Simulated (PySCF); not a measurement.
F5Te, SMILES F[Te](F)(F)(F)F, multiplicity 2.

Geometry optimised at B3LYP-D3(BJ)/def2-SVP. The isomer is the one that the SMILES or the coordinates give; other isomers of the formula were not compared. The def2 effective core potentials stand for the cores of Te; spin–orbit coupling is left out.

Computed with B3LYP-D3(BJ)/def2-SVP (PySCF).

Frequencies are harmonic and unscaled.

Modes within 1.5 cm⁻¹ of each other (mostly degenerate sets) share a row, with their intensities summed.

```tsv
mode	ν (cm⁻¹)	IR (km/mol)	moving atoms (share of kinetic energy)
1	115	0.0	F 100 %
2–3	180	8.9	F 95 %
4	219	32.3	F 71 %, Te 29 %
5	244	0.0	F 100 %
6–7	261	32.3	F 89 %, Te 11 %
8	581	0.2	F 100 %
9	583	0.0	F 100 %
10–11	606	207.6	F 74 %, Te 26 %
12	693	50.6	F 86 %, Te 14 %
```
